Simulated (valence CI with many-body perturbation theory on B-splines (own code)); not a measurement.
# E1 transitions of Rh⁴⁰⁺

Calculated by relativistic CI+MBPT: three valence electrons over a frozen Dirac-Fock core [He], radial functions for each j: 11 s, 11 p, 10 d, 8 f, 5 g, 2 h, with the one-electron correlation potential Σ1, the two-electron term Σ2, the three-electron term Σ3, Breit, model QED; selected CI, second order for the rest, scaled by the run's own slope (own B-spline code, finite nucleus).

The last digits are not significant, and no measured levels were compared; by estimate large intervals hold to a few tenths of a per cent, small ones and those within an open d or f shell to about a per cent.

Lines 1 to 50 of 532 in falling wavelength, among levels below 5014.7 eV, chosen from the strongest by gf and those to the six lowest levels. Wavelengths and rates use the calculated energies. Electric multipoles are in the length gauge, E1 and E2 with the static RPA response of the core. Weak lines are less certain than strong ones. Lines between different terms over intervals too small for the method are left out, as are lines whose strength nearly cancels. The highest levels of a list are the least certain.

Levels are named by their leading jj configuration (3d3/2^4 stands for four electrons in 3d with j = 3/2), which in mixed levels can hold well under half, so a name can repeat and another be missing. Letters in brackets count levels of one name in rising energy.

| λ vac (Å) | Upper | Lower | A (s⁻¹) | S (a.u.) with core polarisation | S without |
| --- | --- | --- | --- | --- | --- |
| 1261 | (2s 2p1/2 4f7/2) J=7/2 [a] | (2s 2p1/2 4d5/2) J=5/2 [a] | 6.27e+07 | 4.96e-01 | 4.96e-01 |
| 1222 | (2s 2p1/2 4f7/2) J=9/2 | (2s 2p1/2 4d5/2) J=7/2 | 7.08e+07 | 6.38e-01 | 6.38e-01 |
| 1138 | (2s^2 4f7/2) J=7/2 | (2s^2 4d5/2) J=5/2 | 8.76e+07 | 5.10e-01 | 5.10e-01 |
| 941.1 | (2s 2p3/2 4f5/2) J=7/2 | (2s 2p3/2 4d3/2) J=5/2 | 1.09e+08 | 3.58e-01 | 3.58e-01 |
| 922.8 | (2s 2p3/2 4f5/2) J=9/2 | (2s 2p3/2 4d3/2) J=7/2 | 1.39e+08 | 5.40e-01 | 5.40e-01 |
| 922.5 | (2p1/2^2 4f5/2) J=5/2 | (2p1/2^2 4d3/2) J=3/2 | 1.56e+08 | 3.62e-01 | 3.62e-01 |
| 886.0 | (2s^2 4f5/2) J=5/2 | (2s^2 4d3/2) J=3/2 | 1.73e+08 | 3.56e-01 | 3.56e-01 |
| 870.7 | (2s 2p3/2 4f7/2) J=11/2 | (2s 2p3/2 4d5/2) J=9/2 | 1.98e+08 | 7.72e-01 | 7.72e-01 |
| 855.8 | (2s 2p1/2 4f5/2) J=5/2 [a] | (2s 2p1/2 4d3/2) J=3/2 [a] | 1.88e+08 | 3.50e-01 | 3.50e-01 |
| 826.2 | (2s 2p1/2 4f5/2) J=7/2 | (2s 2p1/2 4d3/2) J=5/2 | 1.98e+08 | 4.41e-01 | 4.41e-01 |
| 688.8 | (2s 2p3/2 4d5/2) J=9/2 | (2s 2p3/2 4p3/2) J=7/2 | 6.17e+08 | 9.96e-01 | 9.96e-01 |
| 659.0 | (2s 2p1/2 4d5/2) J=7/2 | (2s 2p1/2 4p3/2) J=5/2 | 7.08e+08 | 8.00e-01 | 8.00e-01 |
| 652.1 | (2s 2p1/2 4d5/2) J=5/2 [a] | (2s 2p1/2 4p3/2) J=3/2 [a] | 6.58e+08 | 5.41e-01 | 5.41e-01 |
| 643.8 | (2p1/2^2 4d5/2) J=5/2 | (2p1/2^2 4p3/2) J=3/2 | 7.81e+08 | 6.17e-01 | 6.17e-01 |
| 643.1 | (2s 2p3/2 4p1/2) J=3/2 [a] | (2s 2p3/2 4s) J=5/2 | 5.71e+08 | 3.00e-01 | 3.00e-01 |
| 623.2 | (2s^2 4d5/2) J=5/2 | (2s^2 4p3/2) J=3/2 | 8.22e+08 | 5.90e-01 | 5.90e-01 |
| 610.0 | (2s 2p3/2 4p1/2) J=5/2 | (2s 2p3/2 4s) J=5/2 | 4.90e+08 | 3.29e-01 | 3.29e-01 |
| 603.9 | (2s 2p1/2 4d5/2) J=5/2 [b] | (2s 2p1/2 4p3/2) J=3/2 [b] | 8.12e+08 | 5.30e-01 | 5.30e-01 |
| 601.7 | (2s 2p3/2 4d5/2) J=7/2 | (2s 2p3/2 4p3/2) J=5/2 [a] | 7.51e+08 | 6.46e-01 | 6.46e-01 |
| 586.2 | (2s 2p3/2 4d5/2) J=5/2 | (2s 2p3/2 4p3/2) J=3/2 [a] | 5.97e+08 | 3.56e-01 | 3.56e-01 |
| 579.3 | (2s 2p1/2 4d5/2) J=3/2 | (2s 2p1/2 4p3/2) J=1/2 | 8.23e+08 | 3.16e-01 | 3.16e-01 |
| 528.0 | (2s 2p3/2 4d5/2) J=3/2 | (2s 2p3/2 4p3/2) J=3/2 [a] | 7.20e+08 | 2.09e-01 | 2.09e-01 |
| 405.1 | (2s 2p1/2 4d3/2) J=3/2 [b] | (2s 2p1/2 4p1/2) J=1/2 [b] | 1.28e+09 | 1.68e-01 | 1.68e-01 |
| 394.3 | (2s 2p3/2 4d3/2) J=5/2 | (2s 2p3/2 4p1/2) J=5/2 | 1.48e+09 | 2.68e-01 | 2.68e-01 |
| 384.4 | (2s 2p3/2 4d3/2) J=7/2 | (2s 2p3/2 4p1/2) J=5/2 | 2.39e+09 | 5.36e-01 | 5.36e-01 |
| 381.6 | (2s 2p3/2 4d3/2) J=5/2 | (2s 2p3/2 4p1/2) J=3/2 [a] | 1.46e+09 | 2.40e-01 | 2.40e-01 |
| 376.6 | (2p1/2^2 4d3/2) J=3/2 | (2p1/2^2 4p1/2) J=1/2 | 3.23e+09 | 3.41e-01 | 3.41e-01 |
| 375.7 | (2s 2p3/2 4p3/2) J=3/2 [a] | (2s 2p3/2 4s) J=3/2 [a] | 2.83e+09 | 2.96e-01 | 2.96e-01 |
| 373.5 | (2s 2p1/2 4d3/2) J=3/2 [a] | (2s 2p1/2 4p1/2) J=1/2 [a] | 3.18e+09 | 3.27e-01 | 3.27e-01 |
| 370.8 | (2s 2p3/2 4d3/2) J=3/2 | (2s 2p3/2 4p1/2) J=3/2 [a] | 2.48e+09 | 2.50e-01 | 2.50e-01 |
| 369.5 | (2s^2 4d3/2) J=3/2 | (2s^2 4p1/2) J=1/2 | 3.26e+09 | 3.25e-01 | 3.25e-01 |
| 368.9 | (2s 2p1/2 4d3/2) J=5/2 | (2s 2p1/2 4p1/2) J=3/2 | 2.83e+09 | 4.21e-01 | 4.21e-01 |
| 365.6 | (2s 2p3/2 4d3/2) J=1/2 | (2s 2p3/2 4p1/2) J=3/2 [a] | 3.21e+09 | 1.55e-01 | 1.55e-01 |
| 362.2 | (2s 2p1/2 4p3/2) J=1/2 | (2s 2p1/2 4s) J=1/2 [b] | 3.71e+09 | 1.74e-01 | 1.74e-01 |
| 351.4 | (2s 2p1/2 4p3/2) J=3/2 [b] | (2s 2p1/2 4s) J=1/2 [b] | 2.78e+09 | 2.38e-01 | 2.38e-01 |
| 351.1 | (2s 2p3/2 4p3/2) J=5/2 [b] | (2s 2p3/2 4s) J=3/2 [b] | 4.33e+09 | 5.55e-01 | 5.55e-01 |
| 343.9 | (2s 2p3/2 4p3/2) J=7/2 | (2s 2p3/2 4s) J=5/2 | 4.91e+09 | 7.88e-01 | 7.88e-01 |
| 342.1 | (2s 2p3/2 4p3/2) J=5/2 [a] | (2s 2p3/2 4s) J=3/2 [a] | 2.80e+09 | 3.31e-01 | 3.31e-01 |
| 339.6 | (2s 2p1/2 4d3/2) J=3/2 [b] | (2s 2p1/2 4p1/2) J=3/2 | 1.83e+09 | 1.41e-01 | 1.41e-01 |
| 336.8 | (2p1/2^2 4p3/2) J=3/2 | (2p1/2^2 4s) J=1/2 | 5.47e+09 | 4.13e-01 | 4.13e-01 |
| 329.3 | (2s^2 4p3/2) J=3/2 | (2s^2 4s) J=1/2 | 5.51e+09 | 3.88e-01 | 3.88e-01 |
| 328.1 | (2s 2p3/2 4p3/2) J=3/2 [b] | (2s 2p3/2 4s) J=3/2 [b] | 2.41e+09 | 1.68e-01 | 1.68e-01 |
| 327.2 | (2s 2p1/2 4p3/2) J=3/2 [a] | (2s 2p1/2 4s) J=1/2 [a] | 5.43e+09 | 3.76e-01 | 3.76e-01 |
| 325.0 | (2s 2p3/2 4p3/2) J=1/2 [a] | (2s 2p3/2 4s) J=3/2 [a] | 5.87e+09 | 1.99e-01 | 1.99e-01 |
| 324.7 | (2s 2p1/2 4p3/2) J=5/2 | (2s 2p1/2 4s) J=3/2 | 5.98e+09 | 6.06e-01 | 6.06e-01 |
| 322.3 | (2s 2p3/2 4p3/2) J=3/2 [b] | (2s 2p3/2 4s) J=1/2 | 3.20e+09 | 2.11e-01 | 2.11e-01 |
| 315.4 | (2s 2p3/2 4p3/2) J=1/2 [b] | (2s 2p3/2 4s) J=1/2 | 5.26e+09 | 1.63e-01 | 1.63e-01 |
| 315.4 | (2s 2p1/2 4p3/2) J=3/2 [b] | (2s 2p1/2 4s) J=3/2 | 2.52e+09 | 1.56e-01 | 1.56e-01 |
| 301.2 | (2s 2p3/2 4p3/2) J=5/2 [a] | (2s 2p3/2 4s) J=5/2 | 3.39e+09 | 2.75e-01 | 2.75e-01 |
| 279.9 | (2s 2p3/2 3d5/2) J=9/2 | (2s 2p3/2 3p3/2) J=7/2 | 2.06e+09 | 2.23e-01 | 2.23e-01 |
